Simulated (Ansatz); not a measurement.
CH6AlBSi, SMILES `[BH]1C[SiH2][AlH]1`, one more setting.

```yaml
crystal:
  periodic: [false, false, false]
  atoms:
    - {symbol: B, position_ang: [0.422100, 1.041840, 0.132568]}
    - {symbol: C, position_ang: [0.820344, -0.048254, 1.134099]}
    - {symbol: Si, position_ang: [-0.443790, -0.949034, -0.022086]}
    - {symbol: Al, position_ang: [-0.186038, 0.878587, -1.740346]}
    - {symbol: H, position_ang: [-0.594170, 1.690700, 0.380315]}
    - {symbol: H, position_ang: [0.472522, 0.033820, 2.161836]}
    - {symbol: H, position_ang: [1.794509, -0.524548, 1.059178]}
    - {symbol: H, position_ang: [0.276830, -2.078266, -0.670380]}
    - {symbol: H, position_ang: [-1.663401, -1.404660, 0.688841]}
    - {symbol: H, position_ang: [-0.815809, 1.308615, -3.121026]}
basis:
  gaussian: {orbitals: "6-31++G**"}
magnetization: {spin_polarized: true, initial_magnetization: 0}
hamiltonian: {xc: {name: B97}}
output: {forces: true}
```

```sh
$ ansatz run in.yaml --threads 2 --pin off --events-out ev --progress --plain --max-ram 4352MiB
```

Shortened log:

```
Functional definition: B97
1046 factors; integrals over basis functions are off by at most 1.1e-3 eV
mean field evaluation 1: about -16266.3288 eV, gradient 5.0e1 eV
mean field evaluation 2: about -16180.5345 eV, gradient 1.0e2 eV
mean field evaluation 4: about -16280.5131 eV, gradient 5.0e0 eV
mean field evaluation 8: about -16280.8498 eV, gradient 2.1e-1 eV
mean field evaluation 16: about -16280.8502 eV, gradient 3.0e-5 eV
mean field -16280.85016408 eV, -598.3102079735 hartree, gradient 3.0e-5 eV, S^2 0.000000; 0 other end points of the search recorded, 0 dependent functions left out
reference -16280.85021903 eV, -598.3102099926 hartree; 22, 22 occupied and 98, 98 virtual orbitals, 1046 factors
Total energy: -16280.85021903 eV, -598.3102099926 hartree
Atom 0 at     0.422100     1.041840     0.132568 Å, force     0.058429     0.473632     0.046440 eV/Å
Atom 1 at     0.820344    -0.048254     1.134099 Å, force     0.075099    -0.022874     0.093471 eV/Å
Atom 2 at    -0.443790    -0.949034    -0.022086 Å, force    -0.293974    -0.462000    -0.129994 eV/Å
Atom 3 at    -0.186038     0.878587    -1.740346 Å, force     0.035623     0.075482    -0.261710 eV/Å
Atom 4 at    -0.594170     1.690700     0.380315 Å, force     0.026824     0.030766     0.065602 eV/Å
Atom 5 at     0.472522     0.033820     2.161836 Å, force    -0.016143     0.025826     0.163268 eV/Å
Atom 6 at     1.794509    -0.524548     1.059178 Å, force     0.157646    -0.055607     0.018063 eV/Å
Atom 7 at     0.276830    -2.078266    -0.670380 Å, force     0.017709    -0.051793     0.016124 eV/Å
Atom 8 at    -1.663401    -1.404660     0.688841 Å, force    -0.025959    -0.023924     0.031770 eV/Å
Atom 9 at    -0.815809     1.308615    -3.121026 Å, force    -0.035254     0.010491    -0.043033 eV/Å
Dipole moment:    -0.026623    -0.011511    -0.205776 e Å
```

Hardware: 2 threads of an Arm Neoverse V2 on a shared host. Wall time 11 s, peak host memory 0.43 GiB.
